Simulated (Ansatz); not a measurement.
Species: H$_{6}$GaN, SMILES `[NH3+][GaH3-]` with one electron removed (charge 1, multiplicity 2), formula H6GaN.

How many basis functions does frozen-core CCSD(T)/def2-TZVPP // B3LYP-D3(BJ)/def2-TZVP in Ansatz (a quantum-chemistry and plane-wave program) use, how many core orbitals are frozen, and how many electrons are correlated?

163 basis functions and 10 frozen orbitals, which leaves 23 correlated electrons (filled d shells below the valence shell are correlated). Core time is of the order of minutes.
